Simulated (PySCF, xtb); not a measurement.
CH7FO2Si2, SMILES [SiH3]C[Si](F)(O)O.

GFN2-xTB run with xtb at its own geometry gives an orbital gap of 6.12 eV and a dipole moment of 1.85 D.

The structure is a stationary point at B3LYP-D3(BJ)/def2-SVP. The structure was generated by enumeration, and PubChem lists no compound with its InChIKey, so it may never have been made. One conformer was computed; it need not be the lowest.

Task: What does ωB97X/def2-TZVP (PySCF) give? (Estimate from the structure and the level; the computed values follow.)

Result: gap 13.56 eV (levels -11.24 and 2.33 eV), dipole 1.75 D.
